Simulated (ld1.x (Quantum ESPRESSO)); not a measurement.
Values are calculated unless marked as measured or tabulated.
**Pseudopotentials across the periodic table**

Generated with ld1.x 7.5 (TM, RRKJ, ultrasoft, PAW), atompaw 4.2 or ONCVPSP 4.0.1. The cutoff is in Ry: for ld1.x and atompaw files where the sum of valence levels is converged to 10 mRy in a Bessel basis, for ONCV files where the hardest occupied wave has 1 mHa per electron of residual kinetic energy. The error is the largest all-electron minus pseudo excitation energy over each file’s own four to seven test configurations (ionisations up to +4, promotions, holes and added fractions of an electron), all of which were solved. The labels leave out finer settings (local radius, basis sizes, second energies), which also bear on the numbers. Spin-polarised tests are not counted. The rows are a selection from randomly drawn settings: files with unsolved tests, undetermined cutoffs or missed reference levels are left out.

A true bound ghost makes a file unfit for plane-wave use even where its test errors are small: the radial tests pick states by their node count and pass the ghost by.

| element | potential | cutoff (Ry) | largest error (meV) | bound ghosts |
| --- | --- | --- | --- | --- |
| F | RRKJ, PBE, scalar-relativistic, rc 0.75/1.85 (sp), local smoothed, core correction yes, reference 2s2 2p5 | 140 | +8020 | none |
| S | TM, PBEsol, scalar-relativistic, rc 1.40/1.05 (sp), local s, core correction yes, reference 3s2 3p2 | 100 | +47 | none |
| Zn | RRKJ, LDA (PZ), scalar-relativistic, rc 0.80/1.00/1.05 (spd), local s, core correction no, reference 3s2 3p6 3d10 4s0 4p0 | 230 | +443 | none |
| Br | RRKJ, PBE, scalar-relativistic, rc 1.05/1.50/1.25 (spd), local s, core correction yes, reference 4s2 4p5 | 110 | -112 | p, d |
| Kr | TM, PBE, scalar-relativistic, rc 1.40/1.68 (sp), local p, core correction yes, reference 4s2 4p5 | 50 | -33 | none |
| Mo | TM, PBEsol, scalar-relativistic, rc 2.08/1.22/1.94 (spd), local d, core correction no, reference 4p6 4d6 5s0 5p0 | 90 | -26 | s |

Task: Fill in the row for I: TM, PBE, scalar-relativistic, rc 1.30/1.90 (sp), local s, core correction no, reference 5s2 5p5.

Result: cutoff 110 Ry, largest error +75 meV, bound ghosts: none.
